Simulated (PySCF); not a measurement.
```xyz
3
charge 0 multiplicity 3, angstrom
Co    0.2392    0.0000   -0.7246
S    -0.4652    0.0000    1.2777
H     0.7682    0.0000    1.8245
```

Computed with PySCF, UPBE0, basis Co def2-TZVP, S def2-TZVP, H def2-TZVP (no relativity, density fitting).

This geometry of HCoS is a stationary point at this level.

**Question.** What is the point group?

**Answer.** Cs.

**Question.** Is it a minimum?

**Answer.** Yes: all harmonic wavenumbers are real.

**Question.** Which band is strongest in the infrared?

**Answer.** 389 cm⁻¹ (a'), 17 km/mol.

**Question.** What are the dipole moment and the gap between the highest occupied and lowest empty levels of either spin?

**Answer.** 4.24 D and 3.35 eV.

Other isomers or separated fragments may lie lower. Open d and f shells are described by one determinant, and the ground state may have another occupation or spin.
